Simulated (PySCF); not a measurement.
IIn, charge -1, doublet, geometry from GFN2-xTB (such geometries of metal compounds can be far from the true shape) (a state made from the parent by changing its charge; the spin is typed, not shown lowest) (all electrons, no relativity). Base run: HF/3-21G (PySCF).

Here is a job for PySCF.
```python
from pyscf import gto, scf

mol = gto.M(
    atom='''
In   -0.00000000   -0.00000000   -1.55479354
I     0.00000000    0.00000000    1.43745064
''',
    basis='3-21g',
    charge=-1,
    spin=1,
    verbose=4,
)

mf = scf.UHF(mol)
mf.kernel()
```

The base run was repeated with changes; each row names its change, and settings that it needs were set with it.

```tsv
change	E (Eh)	HOMO (eV)	<S^2>	core-seconds (rough)
base	-12602.13052	-0.59	0.755	2
functional = pw91,pw91	-12607.96257	1.94	0.751	5
functional = m06l	-12606.90715	1.98	0.750	20
functional = bp86	-12608.35710	1.88	0.751	5
functional = b97m_v	-12605.55428	1.97	0.750	30
functional = pbe0; dispersion = d4	-12606.52692	1.15	0.751	4
functional = r2scan	-12607.05444	1.68	0.752	8
functional = b3lyp	-12607.34312	1.48	0.751	5
functional = blyp	-12607.31934	2.28	0.750	4
functional = tpss	-12606.60004	1.83	0.751	9
functional = wb97m_v	-12606.72427	-0.39	0.751	40
functional = mn15	-12607.64778	1.00	0.751	8
functional = pbe	-12606.16126	1.97	0.751	3
```

Totals shift with the method and basis; they matter in differences.

Open shells are given as the SCF converged; they aren't shown to be the lowest states, and a large step between rows can be another state.
